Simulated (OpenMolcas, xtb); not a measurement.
GeSiH6O (SMILES [OH][GeH2][SiH3]): methods side by side

The species is GeSiH6O (9 atoms), meant as a singlet with charge 0. As SMILES, `[OH][GeH2][SiH3]`. Geometry: relaxed at PBE0-D4/def2-TZVP. This is one conformer, not always the lowest.

Each level gives the vertical energy of the triplet above the singlet (eV). The values are calculated.

```
                                  level                   kind     program  value (eV)  less CCSD(T)/cc-pVDZ  CPU time (all runs)
                               GFN0-xTB         semi-empirical         xtb        4.08                 -1.80            under 2 s
                             HF/cc-pVDZ           Hartree–Fock  OpenMolcas        6.15                 +0.27                 45 s
                          SVWN5/cc-pVDZ                    LDA  OpenMolcas        5.10                 -0.78                 75 s
                         revPBE/cc-pVDZ                    GGA  OpenMolcas        5.10                 -0.78              2.1 min
                         r2SCAN/cc-pVDZ               meta-GGA  OpenMolcas        5.30                 -0.58              2.9 min
                           PBE0/cc-pVDZ          global hybrid  OpenMolcas        5.45                 -0.43              2.1 min
CCSD(T)/cc-pVDZ, open shells restricted  coupled cluster or CI  OpenMolcas        5.88                  0.00              3.1 min
```

Differences are taken from CCSD(T)/cc-pVDZ, open shells restricted for orientation; it has basis-set and higher-order errors of its own. All-electron rows without a relativistic Hamiltonian named are non-relativistic. The values span 4.08 to 6.15 eV. GFN0-xTB: no spin polarisation, so open shells miss the exchange term that lowers them. A triplet this far above the singlet is often a Rydberg-like or dissociative state; sets without diffuse functions put Rydberg states too high. In the correlated wave-function rows the outer d shell of Ge is correlated, in sets not made for it. The upper state's dipole differs much between rows, so they may not all be the same state. CPU times are rough (shared hosts, several kinds of processor and program).
